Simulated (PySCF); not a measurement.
C$_{4}$H$_{10}$MgO (SMILES C[C](C)(C)[Mg][OH]), singlet, at a GFN2-xTB geometry (such geometries of metal compounds can be far from the true shape). Base run: HF/6-31G in PySCF.

The PySCF input:
```python
from pyscf import gto, scf, solvent

mol = gto.Mole()
mol.atom = '''
    Mg    0.08130961   -1.19782633   -0.70342418
    C     0.09195632    0.74514500    0.03783196
    C    -1.31642233    1.13767352    0.43853923
    C     1.01313026    0.81965569    1.23961602
    C     0.59902971    1.63606020   -1.08275389
    H    -1.32237751    2.14894688    0.85901483
    H    -1.70206390    0.45265345    1.19368553
    H    -1.99105237    1.12212705   -0.41859295
    H     0.68583877    0.12555403    2.01379965
    H     2.04053577    0.57406011    0.96724230
    H     1.00449777    1.83060599    1.66088486
    H     1.61011713    1.36195249   -1.38494207
    H    -0.05191081    1.58920714   -1.95616970
    H     0.62505241    2.67902836   -0.74343445
    O    -0.43568856   -2.52985513    0.21931557
    H    -0.71500785   -3.30258475    0.69567743
'''
mol.basis = '6-31g'
mol.verbose = 3
mol.build()

mf = scf.RHF(mol)
mf.kernel()
```

The base run was repeated with changes; each row names its change, and settings that it needs were set with it.

| change | ΔE vs base (kcal/mol) | dipole (D) | HOMO-LUMO gap (eV) |
|---|---|---|---|
| base | 0.000 | 3.61 | 8.42 |
| model = IEF-PCM; solvent = toluene; lebedev_order = 11 | -7.06 | 4.36 | 8.83 |
| model = IEF-PCM; solvent = 2-propanol | -15.21 | 5.24 | 9.36 |
| model = ddCOSMO; solvent = toluene | -15.04 | 4.98 | 9.04 |
| model = IEF-PCM; solvent = methanol | -15.83 | 5.31 | 9.40 |
| model = COSMO; solvent = toluene | -7.31 | 4.39 | 8.84 |
| model = C-PCM; solvent = toluene | -9.00 | 4.57 | 8.94 |
| model = IEF-PCM; solvent = toluene; lebedev_order = 41 | -7.22 | 4.36 | 8.84 |
| model = IEF-PCM; solvent = toluene; vdw_scale = 1.0 | -14.56 | 4.63 | 8.87 |
| model = IEF-PCM; solvent = toluene; vdw_scale = 1.1 | -10.14 | 4.48 | 8.86 |
| model = IEF-PCM; solvent = water | -16.36 | 5.37 | 9.43 |
| model = IEF-PCM; solvent = toluene | -7.21 | 4.36 | 8.84 |

The base is the gas phase, so ΔE is the electrostatic part of solvation at a fixed geometry, without cavity and dispersion terms.
